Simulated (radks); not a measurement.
Values are calculated unless marked as measured or tabulated.
Question: All-electron atom: Sn V in [Kr] 4d10. Code: a radial shooting solver on a logarithmic mesh with Libxc functionals. Model: non-relativistic Kohn-Sham, TPSS, spin-polarised, spherical densities, point nucleus; meta-GGA in the generalised Kohn-Sham scheme; relativity is left out, which matters for an element this heavy. Some entries of the table are withheld. Estimate them.

orbital,occ.,eigenvalue (eV),<r^2> (bohr^2),r(max) (bohr)
1s,2,-28042.05,0.001237,0.02014
2s,2,-4173.301,0.02027,0.1115
2p,6,-3904.315,0.01528,0.08732
3s,2,-838.2989,0.1416,0.3196
3p,6,-727.2331,0.1366,0.3063
3d,10,(1),0.1174,0.2519
4s,2,-166.6304,(2),0.7727
4p,6,(3),0.9173,0.8000
4d,10,-68.4271,1.321,0.8771
5s,0,-44.0879,4.979,(4)
5p,0,-35.3669,6.318,2.161

Answer: 
(1) 3d eigenvalue (eV): -522.2289
(2) 4s <r^2> (bohr^2): 0.8138
(3) 4p eigenvalue (eV): -129.6903
(4) 5s r(max) (bohr): 1.919
